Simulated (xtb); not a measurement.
xtb input (GFN1-xTB):

```bash
xtb mol.xyz --gfn 1 --sp --chrg -1 --uhf 0
```
mol.xyz:
```
15

Si    -0.80975683    -0.08487436    -0.38929348
C     -1.80513029     1.48571223    -0.80185736
C     -1.81533946    -0.94533836     0.98644362
N      0.75546583     0.23273508    -0.02452919
Si     2.29234032    -0.24978499     0.26911970
H     -1.05084489    -0.97691624    -1.59486668
H     -2.84451770     1.25608265    -1.06142513
H     -1.35008697     2.01293920    -1.64477726
H     -1.80725529     2.16925319     0.05296796
H     -2.85508161    -1.12027350     0.68743500
H     -1.36698948    -1.91020677     1.23953221
H     -1.81781974    -0.33482866     1.89490532
H      2.94268691    -1.15679136    -0.75724462
H      3.28616380     0.88348699     0.37220616
H      2.54213387    -1.00890321     1.55788680
```

Output:

```
           -------------------------------------------------
          |                Calculation Setup                |
           -------------------------------------------------

           -------------------------------------------------
          |                 G F N 1 - x T B                 |
           -------------------------------------------------

        Reference                      10.1021/acs.jctc.7b00118
      * Hamiltonian:
        H0-scaling (s, p, d)           1.850000    2.250000    2.000000
        zeta-weighting                 0.000000
      * Dispersion:
        s8                             2.400000
        a1                             0.630000
        a2                             5.000000
        s9                             0.000000
      * Repulsion:
        kExp                           1.500000
        rExp                           1.000000
      * Coulomb:
        alpha                          2.000000
        third order                    atomic
        anisotropic                    false
      * Halogen bond correction:
        rad-scale                      1.300000
        damping                        0.440000

          ...................................................
          :                      SETUP                      :
          :.................................................:
          :  # basis functions                  52          :
          :  # atomic orbitals                  50          :
          :  # shells                           32          :
          :  # electrons                        32          :
          :  # halogen bonds                     0          :
          :  max. iterations                   250          :
          :  Hamiltonian                  GFN1-xTB          :
          :  restarted?                      false          :
          :  GBSA solvation                  false          :
          :  PC potential                    false          :
          :  electronic temp.          300.0000000     K    :
          :  accuracy                    1.0000000          :
          :  -> integral cutoff          0.2500000E+02      :
          :  -> integral neglect         0.1000000E-07      :
          :  -> SCF convergence          0.1000000E-05 Eh   :
          :  -> wf. convergence          0.2000000E-04 e    :
          :  Broyden damping             0.4000000          :
          :  net charge                         -1          :
          :  unpaired electrons                  0          :
          ...................................................

 iter      E             dE          RMSdq      gap      omega  full diag
   1    -16.9975215 -0.169975E+02  0.746E+00    5.71       0.0  T
   2    -17.0265827 -0.290611E-01  0.455E+00    6.38       1.0  T
   3    -17.0245812  0.200151E-02  0.762E-01    5.87       1.0  T
   4    -17.0291507 -0.456951E-02  0.158E-01    6.19       1.0  T
   5    -17.0293214 -0.170739E-03  0.137E-02    6.19       1.9  T
   6    -17.0293229 -0.151222E-05  0.661E-03    6.19       3.9  T
   7    -17.0293230 -0.768626E-07  0.172E-03    6.19      15.0  T
   8    -17.0293230 -0.151648E-07  0.555E-04    6.19      46.5  T
   9    -17.0293230 -0.258539E-08  0.986E-05    6.19     261.7  T
  10    -17.0293230 -0.439186E-10  0.110E-05    6.19    2338.1  T

   *** convergence criteria satisfied after 10 iterations ***

         #    Occupation            Energy/Eh            Energy/eV
      -------------------------------------------------------------
         1        2.0000           -0.5095681             -13.8661
       ...           ...                  ...                  ...
        10        2.0000           -0.2863101              -7.7909
        11        2.0000           -0.2855824              -7.7711
        12        2.0000           -0.2773686              -7.5476
        13        2.0000           -0.2696351              -7.3371
        14        2.0000           -0.2643984              -7.1946
        15        2.0000           -0.2174306              -5.9166
        16        2.0000           -0.2159870              -5.8773 (HOMO)
        17                          0.0114454               0.3114 (LUMO)
        18                          0.0154987               0.4217
        19                          0.0294191               0.8005
        20                          0.0420852               1.1452
        21                          0.0443796               1.2076
       ...                                ...                  ...
        50                          1.8453474              50.2145
      -------------------------------------------------------------
                  HL-Gap            0.2274324 Eh            6.1888 eV
             Fermi-level           -0.1022708 Eh           -2.7829 eV

 SCC (total)                   0 d,  0 h,  0 min,  0.015 sec
 SCC setup                      ...        0 min,  0.000 sec (  0.767%)
 Dispersion                     ...        0 min,  0.000 sec (  0.422%)
 classical contributions        ...        0 min,  0.000 sec (  0.216%)
 integral evaluation            ...        0 min,  0.004 sec ( 24.735%)
 iterations                     ...        0 min,  0.004 sec ( 24.240%)
 molecular gradient             ...        0 min,  0.007 sec ( 48.540%)
 printout                       ...        0 min,  0.000 sec (  0.984%)

         :::::::::::::::::::::::::::::::::::::::::::::::::::::
         ::                     SUMMARY                     ::
         :::::::::::::::::::::::::::::::::::::::::::::::::::::
         :: total energy             -16.836763385376 Eh    ::
         :: gradient norm              0.069244587568 Eh/a0 ::
         :: HOMO-LUMO gap              6.188750161840 eV    ::
         ::.................................................::
         :: SCC energy               -17.029323042849 Eh    ::
         :: -> electrostatic           0.117745879021 Eh    ::
         :: repulsion energy           0.198144367907 Eh    ::
         :: dispersion energy         -0.005584710434 Eh    ::
         :: halogen bond corr.         0.000000000000 Eh    ::
         :: add. restraining           0.000000000000 Eh    ::
         :: total charge              -1.000000000000 e     ::
         :::::::::::::::::::::::::::::::::::::::::::::::::::::

           -------------------------------------------------
          |                Property Printout                |
           -------------------------------------------------

    * Orbital Energies and Occupations

         #    Occupation            Energy/Eh            Energy/eV
      -------------------------------------------------------------
         1        2.0000           -0.5095681             -13.8661
       ...           ...                  ...                  ...
         4        2.0000           -0.4058030             -11.0425
         5        2.0000           -0.3719113             -10.1202
         6        2.0000           -0.3551214              -9.6633
         7        2.0000           -0.3532827              -9.6133
         8        2.0000           -0.3468319              -9.4378
         9        2.0000           -0.3439675              -9.3598
        10        2.0000           -0.2863101              -7.7909
        11        2.0000           -0.2855824              -7.7711
        12        2.0000           -0.2773686              -7.5476
        13        2.0000           -0.2696351              -7.3371
        14        2.0000           -0.2643984              -7.1946
        15        2.0000           -0.2174306              -5.9166
        16        2.0000           -0.2159870              -5.8773 (HOMO)
        17                          0.0114454               0.3114 (LUMO)
        18                          0.0154987               0.4217
        19                          0.0294191               0.8005
        20                          0.0420852               1.1452
        21                          0.0443796               1.2076
        22                          0.0515522               1.4028
        23                          0.0642509               1.7484
        24                          0.0742340               2.0200
        25                          0.0992248               2.7000
        26                          0.1133288               3.0838
        27                          0.1211011               3.2953
       ...                                ...                  ...
        50                          1.8453474              50.2145
      -------------------------------------------------------------
                  HL-Gap            0.2274324 Eh            6.1888 eV
             Fermi-level           -0.1022708 Eh           -2.7829 eV

  Mulliken/CM5 charges         n(s)   n(p)   n(d)
     1Si    0.18707  0.05775   1.124  1.869  0.820
     2C    -0.19068 -0.29926   1.001  3.189  0.000
     3C    -0.19064 -0.29963   1.002  3.188  0.000
     4N    -0.44631 -0.55942   1.446  4.000  0.000
     5Si    0.10667 -0.06798   1.136  2.013  0.744
     6H    -0.12298 -0.04492   1.123  0.000  0.000
     7H    -0.00148  0.05208   1.001  0.000  0.000
     8H     0.01188  0.06654   0.988  0.000  0.000
     9H     0.01294  0.06761   0.987  0.000  0.000
    10H    -0.00191  0.05154   1.002  0.000  0.000
    11H     0.01463  0.06913   0.985  0.000  0.000
    12H     0.01340  0.06793   0.987  0.000  0.000
    13H    -0.13047 -0.05381   1.130  0.000  0.000
    14H    -0.13162 -0.05371   1.132  0.000  0.000
    15H    -0.13049 -0.05386   1.130  0.000  0.000

Wiberg/Mayer (AO) data.
largest (>0.10) Wiberg bond orders for each atom

 ---------------------------------------------------------------------------
     #   Z sym  total        # sym  WBO       # sym  WBO       # sym  WBO
 ---------------------------------------------------------------------------
     1  14 Si   4.895 --     4 N    1.614     2 C    0.976     3 C    0.974
                             6 H    0.924     5 Si   0.201
     2   6 C    3.920 --     1 Si   0.976     7 H    0.963     8 H    0.960
                             9 H    0.957
     3   6 C    3.922 --     1 Si   0.974    10 H    0.963    11 H    0.960
                            12 H    0.957
     4   7 N    3.406 --     5 Si   1.675     1 Si   1.614
     5  14 Si   4.715 --     4 N    1.675    14 H    0.943    15 H    0.940
                            13 H    0.940     1 Si   0.201
     6   1 H    0.983 --     1 Si   0.924
     7   1 H    1.004 --     2 C    0.963
     8   1 H    1.007 --     2 C    0.960
     9   1 H    1.006 --     2 C    0.957
    10   1 H    1.006 --     3 C    0.963
    11   1 H    1.006 --     3 C    0.960
    12   1 H    1.006 --     3 C    0.957
    13   1 H    0.981 --     5 Si   0.940
    14   1 H    0.983 --     5 Si   0.943
    15   1 H    0.981 --     5 Si   0.940
 ---------------------------------------------------------------------------

Topologies differ in total number of bonds
Writing topology from bond orders to xtbtopo.mol

 dipole moment from electron density (au)
     X       Y       Z
  -1.6580   0.1001   0.1717  total (Debye):    4.245

           -------------------------------------------------
          | TOTAL ENERGY              -16.836763385376 Eh   |
          | GRADIENT NORM               0.069244587568 Eh/α |
          | HOMO-LUMO GAP               6.188750161840 eV   |
           -------------------------------------------------

------------------------------------------------------------------------
------------------------------------------------------------------------
 total:
 SCF:
Note: The following floating-point exceptions are signalling: IEEE_DENORMAL
normal termination of xtb
```

It need not be the lowest isomer of its formula. Whether it binds its extra electron was not tested at this geometry.
